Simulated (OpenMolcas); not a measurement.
Co2+.

```yaml
Program: OpenMolcas 26.06
Method: CASSCF
Basis: ANO-RCC-VTZP [6s5p3d2f1g]
Scalar_Hamiltonian: DKH2, point nucleus
Active_space: 7 electrons in 6 orbitals (3d 4s)
State_averaging: 2S+1 = 6 even, 5 roots; 2S+1 = 4 even, 60 roots (50 in the spin-orbit step); 2S+1 = 2 even, 110 roots
Spin-orbit_coupling: RASSI with atomic mean-field integrals over the reference wave functions, term energies averaged over their components
```

Levels without dynamic correlation, in cm-1 above 3d7 4F 9/2:

| Level | E |
| --- | --- |
| 3d7 2H 11/2 | 19752 |
| 3d7 2G 9/2 | 13204 |
| 3d7 2P 3/2 [71 %] | 18856 |
| 3d7 4P 5/2 | 20189 |
| 3d7 2D 5/2(1) | 22050 |

On this reference, MS-CASPT2, IPEA 0.25 Eh, imaginary shift 0.1 Eh (closed shells correlated: 3s 3p) puts 3d7 2H 11/2 at 21940 cm-1.

**Question.** Estimate the other levels at that method by one scale factor, and say how well it serves.

**Answer.** The factor is 21940 / 19752 = 1.111. Scaled values beside those that MS-CASPT2 gives and measured ones (Sugar and Corliss, J. Phys. Chem. Ref. Data 10, 1097 (1981)):
```tsv
Level	Scaled	MS-CASPT2	Miss (%)	Measured
3d7 2G 9/2	14670	15870	-7.6	16978
3d7 2P 3/2 [71 %]	20949	18880	+11.0	
3d7 4P 5/2	22430	15170	+47.9	
3d7 2D 5/2(1)	24498	22070	+11.0	23059
```
For these levels the scaled values miss MS-CASPT2 by up to 47.9 %, as correlation changes each term by its own factor, spin-orbit parts do not scale and CASPT2 has its own spread within terms. This holds within one configuration; levels of others move differently, and the target method has errors of its own against measurement.

CASPT2 breaks the degeneracy within a term, and the mean is taken; among the terms shown or strongly mixed into the levels shown the widest spread is 1600 cm-1 (3d7 4F, MS-CASPT2). Some high roots are left out of the spin-orbit mixing, which shifts the levels that they would mix with. Without dynamic correlation excited terms often stand tens of per cent too high (terms of higher spin than the ground term too low), and those without a measured partner can miss by more than the paired ones (holds for CASSCF). Blocks of more than 70 roots (2S+1 = 2 even) ran without multistate coupling (holds for MS-CASPT2). Measured partners are found by configuration, term and J. A level has none where our copy of the source lacks it or the pairing is in doubt (some pairs that miss far off the trend of their configuration count as doubtful), and it then counts in no deviation. Levels of configurations outside the active space are missing.

A share in square brackets marks a mixed level and gives the weight of the term that names it, the lowest over the columns. A number in round brackets counts repeated terms of one configuration in the order of the reference energies.
